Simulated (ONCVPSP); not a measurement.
## u(r) = r·R(r): atom against pseudo-atom (F)

Columns: radius, all-electron u(r) and pseudo u(r) of the 2s shell (level -29.72 eV) of fluorine in the configuration [He] 2s2 2p5; PBEsol, scalar-relativistic, ONCV scheme, ONCVPSP 4.0.1.

```csv
r (bohr),all-electron,pseudo
0.105,-0.4437,0.1082
0.210,-0.1370,0.2551
0.315,0.2822,0.4435
0.420,0.6244,0.6577
0.525,0.8516,0.8528
0.630,0.9758,0.9757
0.735,1.0214,1.0214
0.840,1.0128,1.0128
0.945,0.9696,0.9695
1.050,0.9060,0.9059
1.155,0.8321,0.8320
1.260,0.7546,0.7545
1.365,0.6777,0.6776
1.470,0.6041,0.6041
1.575,0.5354,0.5354
1.680,0.4722,0.4722
1.785,0.4149,0.4149
1.890,0.3634,0.3633
1.995,0.3174,0.3174
2.100,0.2766,0.2766
2.205,0.2406,0.2406
2.310,0.2090,0.2090
2.415,0.1813,0.1812
2.520,0.1570,0.1570
2.625,0.1359,0.1359
2.730,0.1176,0.1175
```

**Question.** How many radial nodes do the two functions have?

**Answer.** The all-electron 2s function has n − l − 1 = 1; the pseudo-wave has 0, since the states of the same l below it are removed with the core.

**Question.** At about which radius was the pseudo-wave matched?

**Answer.** 0.70 bohr, where the columns begin to agree (steps of 0.10 bohr).

**Question.** Where does each function peak?

**Answer.** Outermost all-electron maximum near 0.73 bohr, pseudo maximum near 0.73 bohr (to the table’s step).

**Question.** Is the pseudo-wave norm-conserving?

**Answer.** Yes: the ONCV scheme keeps the norm inside the radius equal to the all-electron one, which fixes the energy derivative of the logarithmic derivative at the level.
